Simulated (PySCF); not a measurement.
All of these have the formula C4H9NOSi. Method used: PySCF, TDDFT wB97X-D/def2-SVPD, vertical, gas phase, core orbitals frozen in the response. Geometries: GFN2-xTB; one conformer of each isolated species. Triplets are in the Tamm–Dancoff approximation.

A. `C=N[C@H]1CC[SiH2]O1`
B. `O=C(NCC=C)[SiH3]`
C. `[SiH3]OC1=NCCC1`
D. `O=CN1CCC[SiH2]1`

Lowest singlet levels (six at most, fewer where fewer were computed) with oscillator strengths:

1. 192 nm (f 0.001); 175 nm (f 0.000); 171 nm (f 0.103); 162 nm (f 0.117); 161 nm (f 0.009); 152 nm (f 0.071); T1 5.14 eV
2. 253 nm (f 0.003); 187 nm (f 0.189); 184 nm (f 0.075); 175 nm (f 0.079); 172 nm (f 0.185); 168 nm (f 0.166); T1 4.33 eV
3. 244 nm (f 0.001); 171 nm (f 0.002); 163 nm (f 0.006); 162 nm (f 0.189); 161 nm (f 0.003); 158 nm (f 0.046); T1 4.34 eV
4. 221 nm (f 0.001); 183 nm (f 0.150); 174 nm (f 0.011); 170 nm (f 0.007); 160 nm (f 0.025); 156 nm (f 0.120); T1 5.14 eV

Question: Which spectrum belongs to which structure?

Answer: 1 = C, 2 = B, 3 = A, 4 = D.
- A: S1 at 5.07 eV, HOMO→LUMO (93%); Löwdin shares by element: HOMO nitrogen 52%, carbon 18% or more, oxygen 12% (atoms not listed hold the other 17%); LUMO carbon 37% or more, nitrogen 33%, hydrogen 15% or more (atoms not listed hold the other 15%); HOMO -9.27 and LUMO 1.49 eV.
- B: S1 at 4.90 eV, HOMO→LUMO (70%), HOMO→LUMO+1 (12%); Löwdin shares by element: HOMO oxygen 53%, carbon 13% or more, silicon 10%, nitrogen 7% (atoms not listed hold the other 17%); LUMO carbon 32% or more, oxygen 15%, silicon 15% (atoms not listed hold the other 38%); HOMO -8.90 and LUMO 1.41 eV.
- C: S1 at 6.45 eV, HOMO-1→LUMO+2 (93%); Löwdin shares by element: HOMO nitrogen 35%, carbon 26% or more, oxygen 18% (atoms not listed hold the other 21%); LUMO silicon 34%, hydrogen 19% or more, oxygen 11% (atoms not listed hold the other 36%); HOMO -9.26 and LUMO 2.01 eV.
- D: S1 at 5.61 eV, HOMO-1→LUMO+1 (68%), HOMO-1→LUMO (18%); Löwdin shares by element: HOMO nitrogen 38%, oxygen 27%, carbon 15% or more (atoms not listed hold the other 19%); LUMO (one of a set within 0.03 eV) carbon 26% or more, silicon 21% (atoms not listed hold the other 53%); HOMO -9.27 and LUMO 1.96 eV.
